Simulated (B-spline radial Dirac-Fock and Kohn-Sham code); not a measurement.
# The K-LL Auger spectrum of Re

System: atomic rhenium in the configuration 1s2 2s2 2p6 3s2 3p6 3d10 4s2 4p6 4d10 4f14 5s2 5p6 5d5 6s2.

Calculated with a radial B-spline solver, using Dirac-Fock energy differences between relaxed states, corrected for Breit and QED terms. The two-hole levels come from diagonalising the Coulomb interaction among the jj configurations; intensities are independent-particle Coulomb rates. Kinetic energies are from the vacuum level. The model has no electron correlation. Open outer shells are spectators and are not coupled to the holes. The rates lack the Breit term, which in heavy atoms raises K-L1L1 and K-L1L2. Labels follow the leading weight; the literature often keeps the label of the LS limit.

```csv
kinetic energy (eV),J,leading jj holes (weight),leading LS term (weight)
46366.4,0,L1L1 (1.00),¹S0 (1.00)
46945.5,1,L1L2 (1.00),³P1 (0.63)
46989.2,0,L1L2 (1.00),³P0 (1.00)
47460.2,0,L2L2 (1.00),³P0 (0.65)
48346.5,1,L1L3 (1.00),¹P1 (0.63)
48429.0,2,L1L3 (1.00),³P2 (1.00)
48915.9,2,L2L3 (1.00),¹D2 (0.68)
48942.4,1,L2L3 (1.00),³P1 (1.00)
50317.1,0,L3L3 (1.00),¹S0 (0.65)
50368.4,2,L3L3 (1.00),³P2 (0.68)
```

The intensity is shared as follows: 48915.9 eV 37.3 %, 46945.5 eV 16.5 %, 50368.4 eV 12.6 %, 48346.5 eV 12.0 %, 46366.4 eV 11.8 %, 48429.0 eV 3.0 %, 47460.2 eV 2.5 %, 46989.2 eV 2.3 %, 50317.1 eV 1.8 %, 48942.4 eV 0.1 %.

The strongest line, by its leading LS label ¹D2, lies at 48915.9 eV. The mean weight of the leading component is 1.00 in jj and 0.79 in LS coupling, so jj labels describe these levels better.
